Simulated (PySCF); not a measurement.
PySCF input file for C₃H₇NOSi, SMILES C1=CO[SiH2]NC1, HF/pcSseg-1. The structure is a stationary point at B3LYP-D3(BJ)/def2-SVP. This is a generated structure with no PubChem entry under its InChIKey; it may be hypothetical. The values are those of a single conformer.

```python
import numpy as np
from pyscf import gto, scf, dft
from pyscf.prop.nmr import rhf as nmr

mol = gto.M(
    atom='''
    C     1.32233894   -0.97416521   -0.28766811
    C     1.56038881    0.24608768    0.21788286
    O     0.62512290    1.17188844    0.56999775
    Si   -0.98043753    0.95025595    0.09274958
    N    -1.12892956   -0.75592320   -0.07192743
    C    -0.02815222   -1.60000007   -0.52534065
    H     2.19197325   -1.58688736   -0.53751374
    H     2.58178914    0.60227717    0.38595073
    H    -1.16134236    1.75736739   -1.15026691
    H    -1.90484252    1.45919759    1.13876293
    H    -2.02945388   -1.21921400   -0.03808112
    H    -0.11730911   -1.86705391   -1.60132835
    H    -0.06061846   -2.56444991    0.01824782
    ''',
    basis='pcSseg-1',
    charge=0,
    spin=0,
    max_memory=1600,
    verbose=3,
)
mf = scf.RHF(mol)
mf.conv_tol = 1e-10
mf.max_cycle = 100
mf.kernel()
n = nmr.NMR(mf)
n.verbose = 2
n.max_cycle_cphf = 60
sigma = n.kernel()
print('atom   isotropic/ppm   span/ppm')
for i, s in enumerate(sigma):
    w = np.linalg.eigvalsh((s + s.T) / 2)
    print(f'{mol.atom_symbol(i):2s}{i + 1:3d} {w.mean():14.3f} {w[2] - w[0]:11.3f}')
```

Log of the run:

```
converged SCF energy = -535.898711578739
atom   isotropic/ppm   span/ppm
C   1         83.145     184.075
C   2         39.461     199.867
O   3        267.749     156.520
Si  4        429.458      60.177
N   5        255.724      81.833
C   6        153.456      28.172
H   7         27.320       4.379
H   8         25.230       6.227
H   9         27.158       8.482
H  10         27.260       8.927
H  11         31.454      21.471
H  12         28.317      11.796
H  13         28.308      11.407
```

The run converged.

Cost: about 25 core-seconds (a rough figure).
